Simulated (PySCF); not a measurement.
ReO₂Br₃, SMILES [O]=[Re]([Br])([Br])(=[O])[Br], multiplicity 1.

Coordinates come from a B3LYP-D3(BJ)/def2-SVP optimisation. The multiplicity is an assumed one; other spin states were not compared. The def2 effective core potentials stand for the cores of Re; spin–orbit coupling is left out.

Calculation: B3LYP-D3(BJ)/def2-SVP (PySCF 2.14.0).

Frequencies are harmonic and unscaled.

```csv
mode,ν (cm⁻¹),IR (km/mol),moving atoms (share of kinetic energy)
1,28,0.1,"Br 63 %, O 30 %"
2,92,2.9,"Br 68 %, Re 26 %"
3,141,4.5,"Br 91 %, Re 9 %"
4,165,0.4,"O 49 %, Re 32 %, Br 19 %"
5,187,6.9,Br 98 %
6,220,118.2,"Re 45 %, Br 33 %, O 22 %"
7,234,7.4,"Br 77 %, O 14 %, Re 10 %"
8,250,0.0,O 94 %
9,266,0.5,"O 66 %, Br 32 %"
10,328,3.1,"O 78 %, Re 17 %"
11,995,89.5,"O 89 %, Re 11 %"
12,1032,76.9,O 95 %
```
